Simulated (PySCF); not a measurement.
## Structure from NMR data

An unknown has the formula C$_{4}$H$_{4}$FNO$_{2}$. Its calculated NMR data are:

1H NMR (500 MHz, computed): δ 8.15 (s, 1H), 7.96 (m, 1H), 7.84 (m, 1H), 7.26 (m, 1H).

13C{1H} NMR (computed): δ 160.7 (CH), 157.8 (C), 153.2 (CH2), 129.1 (CH).

- geometry from GFN2-xTB
- shielding tensors at PBE0/pcSseg-1 (GIAO)
- run in PySCF 2.14
- a single conformation, non-relativistic Hamiltonian, isolated molecule

References, each an isolated molecule treated in the same way: 1H and 13C against TMS.

Question: Propose a structure and justify it.

Answer: 
- The formula gives 3 degrees of unsaturation (no ring in the answer).
- 4 carbon signals for 4 carbons: no two carbons are equivalent.
- Carbon types of the structure: 1 × C, 2 × CH, 1 × CH2, which accounts for all hydrogens.
- δC 160.7: ester carbonyl carbon; lone-pair donation from the attached heteroatom keeps it upfield of a ketone carbonyl.
- δC 157.8: β carbon of an enol-ether or enamine type C=C.
- δC 153.2: C=N carbon.
- δC 129.1: alkene carbon bearing oxygen; an sp2 carbon of a C=C bond.
- δH 8.15: hydrogen on an ester carbonyl carbon.
- δH 7.96: hydrogen on an alkene carbon bearing oxygen; attached to an sp2 carbon and in the plane of the double bond.
- δH 7.84, 7.26: hydrogen on a C=N carbon.

Structure: SMILES C=N/C(F)=C/OC=O.

The shifts were computed for this structure.

Splittings by 19F in the carbon and heteronuclear signals aren't shown, as no couplings were computed. Shifts are as computed. Against solution values, carbons near 30 ppm lie about +3 ppm off and those near 130 ppm about +5 ppm. Of 1211 compounds with measured shifts, 218 miss one by over three times the rms of a fit or turn the order of signals round; such compounds aren't used in these exercises. Multiplicities follow the n + 1 count of equivalent neighbours, as no J values were calculated; m marks all less simple cases, F and P coupling included.
